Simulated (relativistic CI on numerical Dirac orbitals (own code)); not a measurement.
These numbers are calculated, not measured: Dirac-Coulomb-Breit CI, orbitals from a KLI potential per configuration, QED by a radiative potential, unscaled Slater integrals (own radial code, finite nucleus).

The strongest absorption lines from the ground level of an ion, among the configurations computed and to levels below about 126 eV (vacuum wavelength in nm, gf): 11.856 (0.4), 12.340 (0.42), 12.449 (0.35), 15.924 (9.7), 16.181 (0.79), 16.460 (3.8), 16.770 (14), 21.905 (0.54).

**Question.** Which ion is it?
A. Pd⁹⁺
B. Cd¹¹⁺
C. Mo⁵⁺
D. Pd¹¹⁺

**Answer.** A. Pd⁹⁺ has 37 electrons and the ground level 4s²4p⁶4d ²D3/2; the strongest line goes to 4s²4p⁵4d² ²F°5/2. The pattern of lines fixes the number of electrons, and along that sequence the line energies rise steadily with the charge (about as its square where n changes within one kind of shell, about linearly where n is kept but much faster in heavy ions where fine structure, which grows about as Z⁴, sets the gap, and irregularly where shells cross), which fixes Z. Configurations outside the model, such as inner-shell arrays, can give stronger lines. At this charge energies of transitions that change n are usually good to better than 1 %, and those within a shell (Δn = 0) to a few per cent.

LS names give the leading component of a level, which can be under half, so a name can repeat, a term be missing and a line seem to break the LS rules.
